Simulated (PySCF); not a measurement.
## The third ionisation energy along group 8

Calculated with PySCF 2.14 from differences of total energies of unrestricted determinants, without spin-orbit coupling. Values in eV. The last column holds reference values (NIST; (s) semi-empirical, (t) theoretical, else measured). Unmarked ones compare directly (S terms, centres of terms, or small fine structure); those marked * lie between the lowest fine-structure levels and include a spin-orbit shift.

```
                               element                 configurations     UHF  CCSD(T) (valence)     PBE    PBE0  r2SCAN   M06-L         reference
    Fe (aug-cc-pVDZ, non-relativistic)            [Ar] 3d6 → [Ar] 3d5  28.688             30.079  31.724  31.283  31.089  30.666  30.651 ± 0.012 *
Ru (aug-cc-pVDZ-PP with ECP28MDF, ECP)            [Kr] 4d6 → [Kr] 4d5  26.435             27.472  28.528  28.316  27.926  28.391       28.47 (s) *
Os (aug-cc-pVDZ-PP with ECP60MDF, ECP)  [Xe] 4f14 5d6 → [Xe] 4f14 5d5  24.884             26.001  26.966  26.753  26.457  26.744    25 ± 1.6 (t) *
```

"Valence" correlates the outer s and p shells and, in groups 3 to 12 and the f block, the outer d or f shell, open or full, or the next shell where the ion has no valence electron left; the wider scheme adds the next inner shell.
